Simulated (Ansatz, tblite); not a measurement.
Cost and result up the ladder for `FC(F)(F)c1ccc(-c2ccc(-c3ccc(C(F)(F)F)cc3)cc2)cc1` (38 atoms). Charge 0, multiplicity 1. Geometry: r2SCAN-D4/def2-SVP.

```xyz
38

F    -0.9860   -3.8483    6.7359
C    -0.1329   -2.8098    6.6504
F    -0.4788   -1.9208    7.5969
F     1.0852   -3.2842    6.9774
C    -0.1389   -2.2051    5.2755
C    -0.1393   -0.8172    5.0997
C    -0.1100   -0.2798    3.8130
C    -0.0746   -1.1134    2.6790
C    -0.0417   -0.5405    1.3151
C    -0.7574    0.6301    1.0011
C    -0.7310    1.1650   -0.2848
C     0.0243    0.5603   -1.3072
C     0.0586    1.1319   -2.6716
C     1.2411    1.1007   -3.4384
C     1.2771    1.6416   -4.7210
C     0.1252    2.2225   -5.2686
C     0.1736    2.7625   -6.6693
F    -0.8719    3.5621   -6.9405
F     0.1631    1.7720   -7.5829
F     1.2967    3.4734   -6.8851
C    -1.0579    2.2620   -4.5230
C    -1.0871    1.7237   -3.2367
C     0.7458   -0.6062   -0.9913
C     0.7076   -1.1494    0.2908
C    -0.0746   -2.5092    2.8763
C    -0.1090   -3.0510    4.1586
H    -0.1582   -0.1587    5.9722
H    -0.0839    0.8067    3.6848
H    -1.3643    1.1139    1.7723
H    -1.2859    2.0840   -0.4964
H     2.1531    0.6766   -3.0076
H     2.2064    1.6288   -5.2986
H    -1.9567    2.7119   -4.9531
H    -2.0234    1.7351   -2.6704
H     1.3255   -1.1091   -1.7711
H     1.2903   -2.0488    0.5112
H    -0.0821   -3.1772    2.0097
H    -0.1279   -4.1361    4.2981
```

Ansatz on 2 threads of AMD EPYC 7R13 on a shared host and a share (18 GiB) of an NVIDIA H100 80GB HBM3; xTB runs through tblite on one thread. Times are rough, summed over both states, and most runs start from the orbitals of an earlier one. PBE0-D4/def2-TZVP serves as the yardstick here, not as an exact answer. The other state is a doublet.

The xTB rows come from tblite. Single mean-field runs in def2-TZVP are fitted with def2-universal-jkfit.

Raw xTB energies of ions are shifted by several eV.

```
            level  functions  wall time
         GFN2-xTB        116     0.12 s
         GFN1-xTB        128     0.13 s
 PBE-D4/def2-TZVP        878       26 s
PBE0-D4/def2-TZVP        878       32 s
```

Problem. Estimate what each level gives for the vertical IE (eV).

Solution. 
```
            level  vertical IE (eV)  difference from PBE0-D4/def2-TZVP (eV)
         GFN2-xTB             13.12                                    5.02
         GFN1-xTB             13.90                                    5.80
 PBE-D4/def2-TZVP              7.84                                   -0.26
PBE0-D4/def2-TZVP              8.10                                    0.00
```
